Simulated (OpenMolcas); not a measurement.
## 4d⁴ along the 40-electron sequence

```yaml
Program: OpenMolcas
Method: SS-CASPT2, IPEA 0.25 Eh, imaginary shift 0.1 Eh
Basis: ANO-R2
Scalar_Hamiltonian: X2C, finite nucleus
Spin-orbit_coupling: state interaction with AMFI integrals over the reference wave functions, term energies averaged over their components
```

Active space for each ion: 4 electrons in 10 orbitals (4d 5d); closed shells correlated by CASPT2: 4s 4p.

Computed levels in cm-1 above ⁵D₀:

```
                               Level   Ru4+   Rh5+   Pd6+   Ag7+
                                 ⁵D₁    488    675    959   1240
                                 ⁵D₂   1307   1763   2410   3040
                                 ⁵D₃   2330   3080   4100   5070
                                 ⁵D₄   3490   4550   5920   7200
                              ³P₀(1)  16710  18560  19950  21700
                                 ³H₄  18170  20230  21990  24030
                              ³P₁(1)  19140  21740  24090  26730
                                 ³H₅  19360  21870  24240  26870
                                 ³H₆  20370  23150  25880  28820
weight of ⁵D in the lowest level (%)     97     96     94     92
```

Mixed levels, with the weight of the term that names them: Pd6+ ³H₄ (72 %), Ag7+ ³H₄ (69 %).

Measured, with the error of the calculation in %. Measured levels: Ag7+ from Atoms 5, 11 (2017), spectra Ag VII to Ag IX.

```csv
Level,Ag7+
⁵D₁,1340 (-7.4)
⁵D₂,3212 (-5.4)
⁵D₃,5292 (-4.3)
⁵D₄,7443 (-3.2)
³P₀(1),21309 (+1.9)
³H₄,23302 (+3.1)
³P₁(1),26526 (+0.8)
³H₅,26250 (+2.3)
³H₆,28185 (+2.3)
```

The fine-structure level ⁵D₄ changes by a factor of 2.06 from Ru4+ to Ag7+. Its fourth root runs 7.69, 8.21, 8.77, 9.21, with steps per unit of Z of 0.53, 0.56, 0.44; equal steps would mean a (Z - σ)^4 law with constant σ.

³P₀(1) changes by a factor of 1.3 over the same range, with steps per unit of Z of +1850, +1390, +1750 cm-1.

CASPT2 does not keep the components of a term degenerate, so their means are used; among the terms shown or strongly mixed into the levels shown the widest spread is 65 cm-1 (4d⁴ ³G, Pd6+). Active for correlation alone: 5d; no level in the range computed is led by a configuration that fills it, so any true level of that kind is missing. Measured partners are found by configuration, term and J. A level has none where our copy of the source lacks it or the pairing is in doubt (some pairs that miss far off the trend of their configuration count as doubtful), and it then counts in no deviation. Only configurations of the active space appear.

A number in round brackets counts repeated terms of one configuration in the order of the reference energies.
